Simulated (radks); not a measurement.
Excited configurations of Hg: one electron is placed in a higher orbital outside [Xe] 4f14 5d10 6s1. The ground configuration is [Hg]. Calculated with a radial shooting solver on a logarithmic mesh with Libxc functionals: scalar-relativistic Kohn-Sham, BLYP, spin-polarised, spherical densities, point nucleus; open shells are filled with parallel spins first (spin-orbit coupling, left out, can overturn this in heavy ions). Excitation = E - E(ground); binding = E(ion) - E, where the ion is the core of charge +1; n* = 1/sqrt(2 binding) in atomic units, and the quantum defect is n - n*.

outer orbital  excitation (eV)  binding (eV)  quantum defect  <r> (bohr)
6p                       5.607         4.926           4.338       4.026
6d                       8.966         1.567           3.053       9.944
7s                       7.812         2.721           4.764       7.750
7p                       8.644         1.889           4.316       10.40

The Delta-SCF ionisation energy is 10.533 eV (NIST Atomic Spectra Database: 10.438 eV, measured). Self-interaction in the functional shifts the binding energies and quantum defects, so they are the method's values and not measured ones.
